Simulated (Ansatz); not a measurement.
```xyz
18

C     0.0000    1.4000    0.0000
C     1.2124    0.7000    0.0000
C     1.2124   -0.7000    0.0000
C     0.0000   -1.4000    0.0000
C    -1.2124   -0.7000    0.0000
C    -1.2124    0.7000    0.0000
C     2.4249    1.4000    0.0000
C     3.6373    0.7000    0.0000
C     3.6373   -0.7000    0.0000
C     2.4249   -1.4000    0.0000
H     0.0000    2.4850    0.0000
H     0.0000   -2.4850    0.0000
H    -2.1521   -1.2425    0.0000
H    -2.1521    1.2425    0.0000
H     2.4249    2.4850    0.0000
H     4.5769    1.2425    0.0000
H     4.5769   -1.2425    0.0000
H     2.4249   -2.4850    0.0000
```

Basis set: def2-TZVP (spherical functions). Charge 0, multiplicity 1.

Computed with Ansatz (development build ahead of 0.2.0); each method stands on the lowest determinant of its kind that the runs found. Restricted functionals stand beside restricted open-shell atoms, which can lie above the unrestricted atoms usual in DFT and then raise those values.

Task: Give the atomization energy at this shape (free ground-state atoms in the same class of orbitals less the molecule, no zero-point energy) of singlet C10H8 by ωB97X (unrestricted), PBE0 (restricted), PBE0 (unrestricted), RHF.

Result:

```csv
method,atomization energy
ωB97X (unrestricted),93.46 eV
PBE0 (restricted),95.58 eV
PBE0 (unrestricted),95.06 eV
RHF,70.85 eV
```

Caution for RHF: in another basis set an unrestricted determinant lies well below.

The shape needn't be a minimum at these levels.
